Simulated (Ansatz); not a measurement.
Born–Oppenheimer molecular dynamics of CH3F2NOSi (9 atoms, charge 0, multiplicity 1). It starts at the highest image of a converged band. Of that band: Beside the main top the profile has a ripple of under 15 meV (maxima at images 2, 5), which may be a very shallow well or noise. Neighbouring images differ by up to 2.4 eV, so the band resolves the path poorly. A vibrational analysis at the climbing image gives one clearly imaginary mode, 1205i cm⁻¹: a first-order saddle point.

These are results of RKS PBE-D4/def2-SVP in Ansatz 0.2.0, not measurements.

```yaml
ensemble: NVE (velocity Verlet)
time_step: 0.5 fs
steps_asked: 200
starting_velocities_drawn_for: 100 K
seed: 3066
```

First frame:

```xyz
9
Properties=species:S:1:pos:R:3
F 1.868 -0.676 0.876
Si 0.374 -0.799 0.281
F 0.162 -2.331 -0.178
N 0.139 0.295 -1.131
C -0.332 1.285 -0.298
O -0.804 -0.188 1.264
H -0.622 -0.080 -1.726
H -1.219 0.737 0.608
H 0.523 1.710 0.288
```

Question: How far do the bonds stretch over the last three quarters of this one trajectory? (Pairs bonded in most of those frames.)

Answer: 
```
  bond  mean (Å)  spread (Å)  shortest  longest
F1–Si2     1.631       0.028      1.59     1.68
Si2–F3     1.629       0.032      1.58     1.68
Si2–N4     1.769       0.061      1.68     1.86
Si2–C5     2.258       0.048      2.18     2.33
Si2–O6     1.673       0.064      1.57     1.80
 N4–C5     1.447       0.053      1.35     1.53
 N4–H7     1.030       0.010      1.01     1.05
 C5–O6     1.679       0.202      1.31     1.99
 C5–H8     1.123       0.048      1.04     1.23
 C5–H9     1.144       0.060      1.04     1.28
```

Mean temperature of the second half: 1618 K. The conserved energy stayed within 0.48 meV per atom of its start (net change -0.087 meV per atom), so the integration is sound. The system heated up, since it started high on the potential surface and ran downhill. A run of 0.1 ps of so small a system gives no equilibrium averages. The orbitals stay closed-shell, which can raise the energy where a bond breaks towards radicals; this wasn't checked here.

Time of the run: 5.9 min on 2 threads of Arm Neoverse V1 (shared host), peak memory 0.13 GiB.
